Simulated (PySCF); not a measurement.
A calculated (UHF, PySCF 2.14, dyall-av2z, no relativity, point nucleus) atom or ion has these occupied shells.

```
shell  electrons  orbital energy (eV)  rms radius, mean of both spins (bohr)
 1s β          1             -17734.4                                 0.0441
 1s α          1             -17734.3                                 0.0441
 2s α          1              -2514.5                                  0.181
 2s β          1              -2514.3                                  0.181
 2p α          3              -2299.5                                  0.159
 2p β          3              -2299.3                                  0.159
 3s α          1              -464.57                                  0.499
 3s β          1              -464.49                                  0.499
 3p α          3              -382.04                                  0.501
 3p β          3              -381.93                                  0.501
 3d α          5              -232.33                                  0.494
 3d β          5              -232.04                                  0.494
 4s α          1              -93.159                                   1.31
 4s β          1              -91.915                                   1.31
 4p α          3              -67.724                                   1.45
 4p β          3              -66.022                                   1.45
 4d α          1              -34.380                                   1.97
```

(1) Name the element and its charge.

Answers

(1) Zr(3+) (zirconium, charge +3), in [Kr] 4d1, 2D determinant.
